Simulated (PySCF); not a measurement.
Bonds (- single, = double, # triple, : aromatic): F1-C2 1.330 Å, C2-F3 1.330 Å, C2-Cl4 1.758 Å, C2-C5 1.563 Å, C5-Cl6 1.763 Å, C5-Cl7 1.757 Å, C5-Cl8 1.757 Å.

PySCF 2.14 calculation with PBE0-D3(BJ)/def2-TZVP structure and shieldings: GIAO B97-2/pcSseg-2; a single conformation, one averaged value for each set of equivalent atoms, isolated molecule, non-relativistic.

δ = σ(ref) − σ, references computed at the same level: ¹³C vs TMS; ¹⁹F against CFCl3; ³⁵Cl against HCl.

```tsv
atoms	nucleus	count	δ (ppm)
Cl4	³⁵Cl	1	317
C5	¹³C	1	?
Cl6/Cl7/Cl8	³⁵Cl	3	418
F1/F3	¹⁹F	2	-72.1
C2	¹³C	1	?
```

Problem. Estimate the values marked ?.

Solution. 
- C2: 141.1 ppm, fully substituted sp3 carbon bonded to Cl and 2 F; 3 electronegative neighbours deshield it
- C5: 123.0 ppm, fully substituted sp3 carbon bonded to 3 Cl; 3 electronegative neighbours deshield it

Carbons that carry Cl, above all several Cl atoms, come out too deshielded, partly because spin–orbit coupling is missing. Shifts are as computed. Against solution values, carbons near 30 ppm lie about +3 ppm off and those near 130 ppm about +7 ppm; carbons on Cl a further +5 ppm. Of 1211 compounds with measured shifts, 218 miss one by over three times the rms of a fit or turn the order of signals round; such compounds aren't used in these exercises. Unscaled 19F shifts against computed CFCl3 carry errors that often reach 10 to 50 ppm.
